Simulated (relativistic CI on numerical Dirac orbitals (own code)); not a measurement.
# Hyperfine structure of Gd41+, mass number 155

Method of calculation: Dirac-Coulomb-Breit CI, orbitals from a KLI potential per configuration, a model potential for QED, unscaled Slater integrals (own radial code, finite nucleus).

Configuration list (outside the closed core [Ne]): 3s²3p⁶3d⁵, 3s²3p⁵3d⁶, 3s²3p⁴3d⁷, 3s3p⁶3d⁶, 3p⁶3d⁷, 3s3p⁵3d⁷, 3s²3p⁶3d⁴4s, 3s²3p⁶3d⁴4p, 3s²3p⁴3d⁶4s, 3s²3p⁵3d⁵4s, 3s²3p⁶3d⁴4f, 3p⁶3d⁶4s, 3s²3p⁶3d³4s², 3s²3p⁶3d⁴5s, 3p⁶3d⁵4s². Levels of other configurations are missing.

Nuclear spin I = 3/2, μ = -0.2591 μN, Q = 1.27 b (tables of Stone and Pyykkö). The electronic factors are computed for point nuclear moments, without core polarisation or the Bohr-Weisskopf and QED corrections.

```
           Level  E (cm⁻¹)  A (MHz)  B (MHz)
 3s²3p⁶3d⁵ ⁴P1/2    363260     2373         
 3s²3p⁶3d⁵ ²D3/2    475275    -9563   -50800
 3s²3p⁶3d⁵ ⁴D7/2    541696    -3912    -5550
3s²3p⁶3d⁵ ²I11/2    549892    -5634     1820
 3s²3p⁶3d⁵ ⁴G9/2    563159    -4899    -8340
```

Levels with J = 0, under 50 % of one LS term, or S terms without an open s electron are left out. Small factors come from cancelling terms and can be off by tens of per cent or more.

At this charge energies of transitions that change n are usually good to better than 1 %, and those within a shell (Δn = 0) to a few per cent.

Problem. Give the hyperfine levels of 3s²3p⁶3d⁵ ²D3/2 relative to its centre of gravity.

Solution. With K = F(F + 1) − I(I + 1) − J(J + 1), E = AK/2 + B[¾K(K + 1) − I(I + 1)J(J + 1)]/[2I(2I − 1)J(2J − 1)]: F = 0: -27610, F = 1: 13610, F = 2: 45250, F = 3: -34210 MHz.

LS names give the leading component of a level, which can be under half, so a name can repeat, a term be missing and a line seem to break the LS rules.
